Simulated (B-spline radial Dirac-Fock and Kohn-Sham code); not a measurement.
# Dipole and non-dipole photoemission parameters of Os²⁺ 5d5/2

System: osmium as Os²⁺, [Xe] 4f14 5d6; threshold 26.92 eV (orbital energy of the model). The computed values come from a radial finite-basis atomic code: Dirac-Hartree-Slater photoionisation with a Latter tail; cross sections with all multipoles, angular parameters from the dipole term and its interference with E2.

Input file task.json (cfg lists n, l and occupation; rrms is the nuclear radius in fm):

```json
{"items": [{
  "Z": 76,
  "q": 2,
  "cfg": [[1, 0, 2], [2, 0, 2], [2, 1, 6], [3, 0, 2], [3, 1, 6], [3, 2, 10], [4, 0, 2], [4, 1, 6], [4, 2, 10], [4, 3, 14], [5, 0, 2], [5, 1, 6], [5, 2, 6]],
  "A": 192,
  "rrms": 5.4126,
  "do": "xps",
  "hv": [64.2, 64.9, 70.3, 80, 80.7, 99.0, 113.0, 150, 203.0, 206.0, 309.0, 347.0, 350.0, 400, 436.0, 444.0, 803.0, 827.0, 1000, 1070.0, 1540.0, 1980.0, 2000, 2060.0, 3390.0, 3420.0, 6000, 7350.0, 9251.7, 15000]
}]}
```

Command: `python xray2_run.py task.json out`

```tsv
hν (eV)	σ (kb)	β	γ	δ
64.2	2310	1.287	0.033	0.015
64.9	2220	1.303	0.035	0.015
70.3	1650	1.417	0.054	0.017
80	991	1.600	0.097	0.018
80.7	957	1.612	0.101	0.018
99	402	1.878	0.207	0.013
113	218	1.989	0.291	0.004
150	58.1	1.482	0.363	-0.023
203	28.6	-0.402	-0.038	0.028
206	28.4	-0.448	-0.051	0.031
309	32.9	-0.060	0.068	0.062
347	33.5	0.173	0.133	0.053
350	33.5	0.189	0.137	0.052
400	33.1	0.420	0.185	0.041
436	?	?	?	?
444	32.0	0.575	0.202	0.032
803	19.0	1.128	0.074	0.001
827	18.2	1.145	0.064	0.001
1000	14.0	1.236	0.006	0.000
1070	12.6	1.263	-0.010	0.001
1540	6.66	1.356	-0.035	0.009
1980	4.02	1.381	0.021	0.018
2000	3.93	1.382	0.025	0.018
2060	3.69	1.383	0.036	0.019
3390	1.14	1.349	0.343	0.046
3420	1.12	1.348	0.350	0.046
6000	0.239	1.215	0.903	0.100
7350	0.130	1.150	1.126	0.129
9251.7	0.0634	1.070	1.387	0.170
15000	0.0127	0.883	1.932	0.293
```

Q: Give the values at 436 eV.

A: σ = 32.2 kb, β = 0.549, γ = 0.200, δ = 0.033.
